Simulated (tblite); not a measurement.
Run record: nudged-elastic-band run, `C#C/C=C(/C#C)S(=O)(=O)[O-]`.

Computed with GFN2-xTB (tblite), gas phase: nudged elastic band of 9 images (0 to 8), spring 0.2 eV/Å², climbing image at the end, force threshold 0.05 eV/Å. No saddle search or frequency run followed, so the top image need not be a first-order saddle, and its height can exceed the method's true barrier by a kcal/mol or more. The input is one job of a driver script: a line of settings, then coordinates in Å. «atoms» counts from 0 and names the dihedral (C5–C4–S7–O10 when counted from 1); «turn» is the rotation in degrees that makes the guess of the end point.

Command:
```bash
OMP_NUM_THREADS=1 python probes_run.py task.json out
```

Input:
```
{"job": {"kind": "neb", "xc": "GFN2-xTB", "basis": "xTB", "atoms": [4, 3, 6, 9], "turn": 120}, "charge": -1, "multiplicity": 1}
C      2.901080     0.518044    -0.809832
C      1.879191    -0.068625    -0.570374
C      0.778996    -0.902596    -0.319482
C     -0.409104    -0.408749     0.038745
C     -1.555018    -1.136604     0.316016
C     -2.576293    -1.724985     0.570719
S     -0.538757     1.424585     0.180544
O     -1.917714     1.688077     0.571945
O     -0.203695     1.888688    -1.160588
O      0.442819     1.753032     1.207512
H      3.725864     1.138713    -0.994759
H      0.953261    -1.972808    -0.431897
H     -3.485017    -2.196287     0.799979
```

Output:
```
image   E - E0 / eV
  0       0.0000
  1       0.0108
  2       0.0285
  3       0.0409
  4       0.0451
  5       0.0405
  6       0.0277
  7       0.0102
  8       0.0000
```

Q: Read off the barriers.

A: The highest image is 4: 0.045 eV (1.04 kcal/mol) above the start and 0.045 eV (1.04 kcal/mol) above the end. The band met its force threshold.

Q: Which dihedral does each image have?

A: 0: 120°, 1: 136°, 2: 152°, 3: 167°, 4: -179°, 5: -165°, 6: -150°, 7: -135°, 8: -120°.

Q: Give the geometry of the highest image and of the end point.

A: 
Image 4:
```
atom  x, y, z in Å
C1      3.085    0.389   -0.535
C2      1.996   -0.100   -0.378
C3      0.840   -0.881   -0.219
C4     -0.371   -0.364    0.005
C5     -1.545   -1.087    0.165
C6     -2.588   -1.673    0.316
S7     -0.658    1.448    0.120
O8     -1.198    1.616    1.464
O9     -1.613    1.694   -0.956
O10     0.638    2.078   -0.081
H11     3.937    0.988   -0.652
H12     0.989   -1.960   -0.289
H13    -3.515   -2.147    0.441
```

Image 8:
```
atom  x, y, z in Å
C1      3.003    0.494   -0.207
C2      1.949   -0.082   -0.163
C3      0.816   -0.908   -0.118
C4     -0.419   -0.407   -0.031
C5     -1.601   -1.127    0.021
C6     -2.658   -1.705    0.072
S7     -0.570    1.430    0.019
O8      0.179    1.796    1.215
O9     -1.999    1.700    0.108
O10     0.036    1.850   -1.239
H11     3.854    1.106   -0.240
H12     1.005   -1.981   -0.156
H13    -3.599   -2.167    0.117
```

Q: How long does this job take on one thread, Intel Xeon Platinum 8488C (x86_64) (shared host)? And the peak memory of the process?

A: About 4.4 s, with 0.18 GiB resident at the peak, the Python interpreter and its libraries included.
